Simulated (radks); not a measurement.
Values are calculated unless marked as measured or tabulated.
Effect of the nuclear size on the lutetium ion Lu+, [Xe] 4f14 6s2. Code: a radial shooting solver on a logarithmic mesh with Libxc functionals. Model: Dirac Kohn-Sham, BLYP, spin-unpolarised, spherical densities, finite nucleus; Fermi nuclear charge, rms radius 5.37 fm. The rms radius is varied about that value; shifts are against it.

rms radius (fm),total energy shift (eV),density at nucleus (e/bohr^3),1s1/2 shift (meV),2s1/2 shift (meV),4p1/2 shift (meV),5s1/2 shift (meV),5p1/2 shift (meV),6s1/2 shift (meV),6p1/2 (empty) shift (meV)
4.484,-13.6,1.177e+06,-5540,-759,0.344,-5.92,0.642,-0.451,0.213
4.935,-6.88,1.142e+06,-2800,-384,0.174,-3.00,0.325,-0.228,0.108
5.37,0,1.112e+06,0.000,0.000,0.000,0.000,0.000,0.000,0.000
5.7566,6.45,1.088e+06,2630,360,-0.161,2.81,-0.304,0.214,-0.101
6.5407,20.4,1.044e+06,8330,1140,-0.506,8.90,-0.965,0.679,-0.320

Slopes of the eigenvalues against <r^2> in GHz/fm^2, as finite differences over the two radii next to the reference (eigenvalue slopes, not the field-shift constants of lines): 1s1/2 149000, 2s1/2 20500, 4p1/2 -9.22, 5s1/2 160, 5p1/2 -17.3, 6s1/2 12.2, 6p1/2 (empty) -5.76.
